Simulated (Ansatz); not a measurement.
Gas-phase electronic energies from Ansatz, PBE0-D4/def2-TZVP geometries. CBS: MP2 limit from def2 TZ/QZ plus the TZ coupled-cluster correction, frozen cores. This one scheme is used for every species. Functionals use def2-TZVPP. B3LYP here is the variant with VWN-RPA as its local correlation; programs differ in this. HSE06 is defined as in plane-wave codes. For Br outer-core shells are correlated without core-valence functions, which leaves a few kJ/mol of doubt a bond. Scalar relativity is left out up to krypton. One conformer a species, not always the lowest.

Reaction (formal hydrolysis of a B–O bond): `COB(F)Br` + H₂O → `OB(F)Br` + CH₃OH

`COB(F)Br`:

Cartesian coordinates in Å:
```
C -0.116 0.086 1.118
O 0.552 -0.513 0.024
B 0.332 -0.284 -1.268
F 1.059 -0.933 -2.155
Br -0.994 0.947 -1.942
H -0.467 -0.709 1.776
H 0.595 0.712 1.660
H -0.961 0.693 0.788
```

H₂O:

Cartesian coordinates in Å:
```
O 0.040 -0.140 0.361
H -0.614 -0.393 -0.294
H 0.574 0.532 -0.068
```

`OB(F)Br`:

Z-matrix (Å, degrees):
```
B
O 1 1.340
Br 1 1.930 2 122.4
F 1 1.314 2 119.1 3 180.0
H 2 0.960 1 113.9 3 -0.0
```

CH₃OH:

Z-matrix (Å, degrees):
```
C
O 1 1.409
H 1 1.097 2 112.4
H 1 1.090 2 107.0 3 -118.5
H 1 1.097 2 112.4 3 123.0
H 2 0.959 1 108.5 3 -61.6
```

| level | ΔE (kJ/mol) | difference from CCSD(T)/CBS |
| --- | --- | --- |
| PBE-D4 | 3.8 | -4.7 |
| revPBE-D4 | 4.1 | -4.4 |
| BLYP-D4 | 5.9 | -2.6 |
| r2SCAN-D4 | 3.0 | -5.5 |
| B97M-V | 2.4 | -6.1 |
| PBE0-D4 | 3.6 | -4.9 |
| B3LYP-D4 | 5.5 | -3.0 |
| r2SCANh-D4 | 3.0 | -5.5 |
| HSE06-D4 | 3.4 | -5.1 |
| BHLYP-D4 | 5.2 | -3.3 |
| CAM-B3LYP-D4 | 4.8 | -3.7 |
| ωB97X-V | 3.6 | -4.9 |
| ωB97M-V | 3.9 | -4.6 |
| B2PLYP | 3.1 | -5.4 |
| PBE-QIDH | 3.7 | -4.8 |
| PBE | 0.5 | -8.0 |
| revPBE | -2.5 | -11.0 |
| BLYP | -0.6 | -9.1 |
| r2SCAN | 2.0 | -6.5 |
| PBE0 | 0.6 | -7.9 |
| B3LYP | 0.3 | -8.2 |
| r2SCANh | 2.0 | -6.5 |
| r2SCAN0 | 2.0 | -6.5 |
| HSE06 | 0.5 | -8.0 |
| BHLYP | 0.8 | -7.7 |
| CAM-B3LYP | 1.7 | -6.8 |
| LC-ωPBE | 1.4 | -7.1 |
| RPA@PBE/def2-TZVPP | 4.9 | -3.6 |
| HF/def2-SVP | -6.2 | -14.7 |
| MP2/def2-SVP | 0.4 | -8.1 |
| HF/def2-TZVPP | -2.4 | -10.9 |
| MP2/def2-TZVPP | 7.5 | -1.0 |
| SCS-MP2/def2-TZVPP | 5.2 | -3.3 |
| CCSD/def2-TZVPP | 4.4 | -4.1 |
| CCSD(T)/def2-TZVPP | 5.8 | -2.7 |
| HF/def2-QZVPP | -1.9 | -10.4 |
| MP2/def2-QZVPP | 9.2 | 0.7 |
| HF/CBS(def2) | -1.8 | -10.3 |
| MP2/CBS(def2) | 10.2 | 1.7 |
| CCSD/CBS(def2) | 7.1 | -1.4 |
| CCSD(T)/CBS | 8.5 | 0 |

Largest T1 diagnostic among the species: 0.011.

In def2-TZVPP, CCSD(T) changes the Hartree–Fock value by +8.2 kJ/mol (the triples alone add +1.3 kJ/mol) and MP2 by +9.9 kJ/mol. The D4 term adds +5.2 kJ/mol with B3LYP and +2.9 kJ/mol with PBE0; it sums over pairs of atoms, weighted by their polarisabilities, and B3LYP, whose exchange is more repulsive, gets the larger term.
